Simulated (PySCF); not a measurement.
ethylene (C$_{2}$H$_{4}$), singlet, geometry from GFN2-xTB; CAMB3LYP/aug-cc-pVDZ (PySCF).

Here is a job for PySCF.
```python
from pyscf import gto, scf, dft

mol = gto.Mole()
mol.atom = '''
    C    -0.013287   -0.006567    0.658005
    C     0.013287    0.006567   -0.658005
    H    -0.020896    0.901691    1.238223
    H    -0.028738   -0.926221    1.219823
    H     0.028738    0.926221   -1.219823
    H     0.020896   -0.901691   -1.238223
'''
mol.basis = 'aug-cc-pvdz'
mol.charge = 0
mol.spin = 0
mol.verbose = 4
mol.build()

mf = dft.RKS(mol)
mf.xc = 'camb3lyp'
mf.kernel()
```

What the program printed (banner, timings and long lists left out):

```
PySCF version 2.14.0

[INPUT] verbose = 4
[INPUT] num. atoms = 6
[INPUT] num. electrons = 16
[INPUT] charge = 0
[INPUT] spin (= nelec alpha-beta = 2S) = 0
[INPUT] symmetry False subgroup None
[INPUT] Mole.unit = angstrom
[INPUT] Symbol           X                Y                Z      unit          X                Y                Z       unit  Magmom
[INPUT]  1 C     -0.013287000000  -0.006567000000   0.658005000000 AA   -0.025108791017  -0.012409831460   1.243449238594 Bohr   0.0
[INPUT]  2 C      0.013287000000   0.006567000000  -0.658005000000 AA    0.025108791017   0.012409831460  -1.243449238594 Bohr   0.0
[INPUT]  3 H     -0.020896000000   0.901691000000   1.238223000000 AA   -0.039487717099   1.703949038985   2.339902351137 Bohr   0.0
[INPUT]  4 H     -0.028738000000  -0.926221000000   1.219823000000 AA   -0.054306949368  -1.750304020821   2.305131390445 Bohr   0.0
[INPUT]  5 H      0.028738000000   0.926221000000  -1.219823000000 AA    0.054306949368   1.750304020821  -2.305131390445 Bohr   0.0
[INPUT]  6 H      0.020896000000  -0.901691000000  -1.238223000000 AA    0.039487717099  -1.703949038985  -2.339902351137 Bohr   0.0

nuclear repulsion = 33.6665198777589
number of shells = 36
number of NR pGTOs = 114
number of NR cGTOs = 82
basis = aug-cc-pvdz
ecp = {}

******** <class 'pyscf.dft.rks.RKS'> ********
method = RKS
initial guess = minao
damping factor = 0
level_shift factor = 0
DIIS = <class 'pyscf.scf.diis.CDIIS'>
diis_start_cycle = 1
diis_space = 8
diis_damp = 0
SCF conv_tol = 1e-09
SCF conv_tol_grad = None
SCF max_cycles = 50
direct_scf = True
direct_scf_tol = 1e-13
XC library pyscf.dft.libxc version 7.1.2
    S. Lehtola, C. Steigemann, M. J. T. Oliveira, and M. A. L. Marques,  SoftwareX 7, 1–5 (2018)
XC functionals = camb3lyp
    T. Yanai, D. P. Tew, and N. C. Handy,  Chem. Phys. Lett. 393, 51 (2004)
radial grids:
    Treutler-Ahlrichs [JCP 102, 346 (1995); DOI:10.1063/1.469408] (M4) radial grids

becke partition: Becke, JCP 88, 2547 (1988); DOI:10.1063/1.454033
pruning grids: <function nwchem_prune>
grids dens level: 3
symmetrized grids: False
atomic radii adjust function: <function treutler_atomic_radii_adjust>
small_rho_cutoff = 0
Set gradient conv threshold to 3.16228e-05
Initial guess from minao.
tot grids = 67472
init E= -78.6045858609061
  HOMO = -0.325893192926153  LUMO = -0.0482174402214071  gap/eV = 7.55594
cycle= 1 E= -78.5300900730815  delta_E= 0.0745  |g|= 0.195  |ddm|= 4.94
  HOMO = -0.304099003508506  LUMO = 0.0207338126538503  gap/eV = 8.83915
cycle= 2 E= -78.5355980189222  delta_E= -0.00551  |g|= 0.145  |ddm|= 0.798
  HOMO = -0.34431322403446  LUMO = 0.0182531890726825  gap/eV = 9.86593
cycle= 3 E= -78.5412799021399  delta_E= -0.00568  |g|= 0.00949  |ddm|= 0.211
  HOMO = -0.341898822036366  LUMO = 0.0184898681492491  gap/eV = 9.80668
cycle= 4 E= -78.5413162321496  delta_E= -3.63e-05  |g|= 0.000919  |ddm|= 0.0605
  HOMO = -0.34198756649251  LUMO = 0.0184545658851403  gap/eV = 9.80813
cycle= 5 E= -78.5413166339629  delta_E= -4.02e-07  |g|= 0.000169  |ddm|= 0.00259
  HOMO = -0.341977167944418  LUMO = 0.0184486791849858  gap/eV = 9.80769
cycle= 6 E= -78.5413166564103  delta_E= -2.24e-08  |g|= 2.15e-05  |ddm|= 0.000644
  HOMO = -0.341976579984648  LUMO = 0.0184475888149032  gap/eV = 9.80764
cycle= 7 E= -78.54131665691  delta_E= -5e-10  |g|= 2.16e-06  |ddm|= 0.00013
  HOMO = -0.341977372405506  LUMO = 0.018447373901163  gap/eV = 9.80766
Extra cycle  E= -78.541316656913  delta_E= -2.94e-12  |g|= 1.03e-06  |ddm|= 7.61e-06
converged SCF energy = -78.541316656913
```
